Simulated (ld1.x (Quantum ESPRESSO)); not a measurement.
# Te: one change to a PAW potential, before and after

tellurium (Te), PAW, made with ld1.x (Quantum ESPRESSO) 7.5 (PBE, scalar-relativistic). Core [Kr], reference 4d10 5s2 5p3.5 (charge +0.5). Waves: 5s (bound): rcut 1.55, rcutus 1.70 bohr; 5s channel at 3.05 Ry: rcut 1.55, rcutus 1.70 bohr; 5p (bound): rcut 2.00, rcutus 2.15 bohr; 5p channel at 1.95 Ry: rcut 2.00, rcutus 2.15 bohr; 4d (bound): rcut 1.15, rcutus 1.50 bohr; 4d channel at -2.8 Ry: rcut 1.15, rcutus 1.50 bohr. Local part: all-electron potential smoothed inside 1.35 bohr (lloc = -1). Core correction: a·sin(br)/r model core inside 1.55 bohr. Augmentation charge: BESSEL, radius 0.85 bohr.

Change: all radii but the core radius scaled by about 1.22 (s 2.08, p 2.62, d 1.84 bohr, rcut 1.90/2.44/1.40); local potential all-electron potential smoothed inside 1.64 bohr (lloc = -1); augmentation BESSEL, radius 1.04 bohr.

Cutoffs: the cutoffs (Ry, on a coarse ladder) from which the occupation-weighted sum of valence levels, in a spherical-Bessel basis at the reference potential, stays within 10 and 1 mRy of its value at 400 Ry; they do not see the model core or the augmentation charge, which bear on the density cutoff. Errors are all-electron minus pseudo energies relative to the spin-unpolarised reference configuration.

Task: What does the change do?

Result: The potential gets softer (70 Ry and 110 Ry → 35 Ry and 60 Ry); the bound ghost in s disappears; the number of tests with a reliable result goes from 7 to 5 (the test run of the changed file stopped, so its transferability is not established); of the 5 tests that both files solve, the error grows in 2 and shrinks in 1 by more than 15 % and 0.3 meV (median size 1.7 → 2.2 meV). A larger radius leaves more room for a smooth pseudo-wave, so fewer plane waves are needed.

| quantity | base | changed |
| --- | --- | --- |
| cutoff, loose | 70 Ry | 35 Ry |
| cutoff, tight | 110 Ry | 60 Ry |
| loose cutoff by channel (10 mRy a level) | s 15 Ry, p 6 Ry, d 45 Ry | s 6 Ry, p 6 Ry, d 30 Ry |
| bound ghosts | s | none |
| tests with a reliable result | 7 of 7 | 5 of 7 (the test run stopped) |
| error for 4d10 5s2 5p4, meV [ΔE -3.90 eV] | +1.2 | +1.4 |
| error for 4d10 5s2 5p3, meV [ΔE 5.83 eV] | -1.4 | -0.7 |
| error for 4d10 5s2 5p2, meV [ΔE 23.76 eV] | -5.1 | +4.5 |
| error for 4d10 5s2 5p4.3, meV [ΔE -5.37 eV] | +1.7 | +2.2 |
| error for 4d10 5s2 5p1, meV [ΔE 50.65 eV] | -10 | +27 |
| lowest overlap eigenvalue by channel | s 0.59, p 0.42, d 1.00 | s 0.50, p 0.35, d 0.34 |

 A true bound ghost makes a file unfit for plane-wave use even where its test errors are small: the radial tests pick states by their node count and pass the ghost by.
